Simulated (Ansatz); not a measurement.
Mo5Se9, relaxed as a singlet with RKS PBE-D4/def2-SVP in Ansatz, starting from the GFN1-xTB geometry. Force threshold 0.03 eV/Å.

In the def2 sets Mo takes a core potential; there is no spin–orbit coupling. Single mean-field runs in def2-SVP are fitted with def2-universal-jkfit. The restricted singlet is unstable towards broken spin symmetry in Hartree–Fock (as tested in another run); at PBE-D4/def2-SVP this wasn't settled. Another isomer (singlet) lies 0.03 eV lower at PBE0-D4/def2-TZVP; other spin states weren't run for this one.

Start:

```xyz
14

Mo    2.129    0.776   -1.005
Mo   -0.667    2.108   -0.698
Mo   -0.969   -0.908   -0.517
Mo    0.497    0.510    0.999
Mo   -1.202   -1.828    1.977
Se    4.194    1.388   -0.347
Se   -1.443    4.076    0.078
Se    1.052    2.507   -2.363
Se   -3.367   -1.521    2.582
Se   -0.609   -4.013    2.055
Se   -2.503    0.705   -1.499
Se    2.347   -1.252   -2.293
Se    0.336   -0.371    3.218
Se    0.206   -2.175   -2.185
```

```tsv
step	energy (eV)	largest force component (eV/Å)	SCF passes
1	-597290.3894	3.502	52
2	-597290.8600	2.532	36
3	-597291.3604	0.383	35
4	-597291.5801	0.398	35
5	-597291.7468	0.335	36
6	-597291.9040	0.391	36
7	-597292.0491	0.319	37
8	-597292.1581	0.181	37
9	-597292.2456	0.224	37
10	-597292.3164	0.230	37
11	-597292.3531	0.348	36
12	-597292.4291	0.238	36
13	-597292.5144	0.276	35
14	-597292.6094	0.286	35
15	-597292.7334	0.470	35
16	-597292.8975	0.598	36
17	-597293.1200	1.960	43
18	-597293.6844	1.411	42
19	-597293.9806	0.539	42
20	-597294.0115	1.367	37
21 (rejected)	-597293.9533	1.072	36
22	-597294.1338	0.360	36
23	-597294.1745	0.294	37
24	-597294.1932	0.372	36
25	-597294.2086	0.067	31
26	-597294.2109	0.042	29
27	-597294.2120	0.023	29
```

Force components are those of the run's own axes.

End:

```
atom    x (Å)    y (Å)    z (Å)
 Mo1   1.2929   0.2454  -1.2362
 Mo2  -0.7760   1.9256  -0.9151
 Mo3  -1.0876  -0.5853  -0.3118
 Mo4   0.6198   1.1433   1.1556
 Mo5  -0.6715  -1.5373   1.9518
 Se6   2.9203   0.9610   0.4757
 Se7  -0.2422   3.4066   0.9673
 Se8   0.7601   2.0726  -2.7808
 Se9  -2.9296  -1.6066   1.1900
Se10   0.6890  -3.2439   1.3587
Se11  -2.8631   0.7876  -1.3999
Se12   2.1704  -2.0622  -1.5332
Se13   0.1966   0.1993   3.3974
Se14  -0.0792  -1.7062  -2.3197
```

Bonds formed: Mo1–Se14, Mo3–Se9, Mo4–Se6, Mo4–Se7 (atoms count from 1). Metal–metal contacts that move far: Mo1–Mo3 3.56 to 2.69 Å.

No frequencies were taken in this run, so the end may be a saddle point.

It took 2.4 min on 2 threads of AMD EPYC 7R13 on a shared host and a share (18 GiB) of an NVIDIA H100 80GB HBM3, peak host memory 1.1 GiB.
